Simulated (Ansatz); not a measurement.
Species: CBr2Cl2, charge 0, multiplicity 1. 
Geometry from a B3LYP-D3(BJ)/def2-TZVP (Ansatz, an electronic-structure program) optimisation:
```
C
Cl 1 1.7707
Cl 1 1.7707 2 109.89
Br 1 1.9628 2 109.45 3 120.22
Br 1 1.9628 2 109.45 3 -120.22
```

Total electronic energies in hartree. Valence correlation only, unless marked. No spin-orbit coupling. Frozen are the shells of the preceding noble gas and the d and f shells that filled before the atom's block. Non-relativistic. Basis-set limits of correlation are two-point, X^-3; Hartree-Fock from the larger set. [CCSD(T)-MP2]/basis is that difference in the basis named.

| level | program | energy (Eh) |
|---|---|---|
| HF/def2-TZVPP | Ansatz | -6101.68811 |
| PBE/def2-TZVPD | Ansatz | -6105.64852 |
| B97M-V/def2-TZVPD | Ansatz | -6105.66900 |
| B3LYP/def2-TZVPD | Ansatz | -6106.91052 |
| PBE0/def2-TZVP | Ansatz | -6105.89010 |
| LC-wPBE/def2-TZVPD | Ansatz | -6105.83812 |
| PBE-QIDH/def2-TZVPD | Ansatz | -6105.01790 |
| MP2/STO-3G | Ansatz | -6035.97049 |
| MP2/CBS(def2-TZVPP,def2-QZVPP) | Ansatz | -6102.8408 |
| SCS-MP2/STO-3G | Ansatz | -6035.97506 |
| CCSD/def2-QZVPP | Ansatz | -6102.81713 |
| CCSD/CBS(def2-TZVPP,def2-QZVPP) | Ansatz | -6102.8748 |
| CCSD/CBS(def2-TZVPPD,def2-QZVPPD) | Ansatz | -6102.8726 |
| RI-MP2/CBS(def2-TZVPPD,def2-QZVPPD)+[CCSD(T)-MP2]/def2-TZVPPD | Ansatz | -6102.9313 |
| CCSD(T)/CBS(def2-TZVPPD,def2-QZVPPD) | Ansatz | -6102.9312 |

Totals of different functionals don't rank their quality; only differences between species are comparable.
